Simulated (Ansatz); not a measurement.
Ga2O3⁻ (the lowest doublet isomer of a short search). Total charge -1; doublet. Geometry PBE0-D4/def2-SVPD, basis def2-TZVPD, Ansatz.

Cartesian coordinates in Å:
```
Ga -0.594 -0.411 0.082
Ga 1.534 1.062 -0.211
O -1.984 -1.374 0.273
O 0.459 0.190 -1.391
O 0.585 0.533 1.247
```

```json
{"run": "A", "HOMO (eV)": "-0.70", "LUMO (eV)": "-0.25"}
{"run": "B", "HOMO (eV)": "-1.80", "LUMO (eV)": "0.25"}
{"run": "C", "HOMO (eV)": "-1.19", "LUMO (eV)": "0.02"}
{"run": "D", "HOMO (eV)": "-0.55", "LUMO (eV)": "-0.49"}
{"run": "E", "HOMO (eV)": "-4.17", "LUMO (eV)": "1.90"}
```

HOMO above LUMO, or a gap near zero within one spin, warns that the state may not be the lowest or that an electron is smeared out. The structure comes from a short search, and lower isomers may exist.

HOMO and LUMO are taken over both spins.

Task: The runs used PBE, PBE0, r2SCAN, r2SCANh, ωB97X-V. Estimate which is which.

Result: A r2SCAN (0 % exact exchange); B PBE0 (25 % exact exchange); C r2SCANh (10 % exact exchange); D PBE (0 % exact exchange); E ωB97X-V (range-separated). Exact exchange lowers occupied and raises empty levels; among semilocal functionals meta-GGAs tend to open the gap a little, and such runs are hard to tell apart. The gap grows from 0.05 eV (PBE) to 6.07 eV (ωB97X-V). At PBE-D4/def2-TZVPD the gap within one spin of the charge -1 doublet nearly closes, so an electron or hole may be smeared out by delocalisation error.
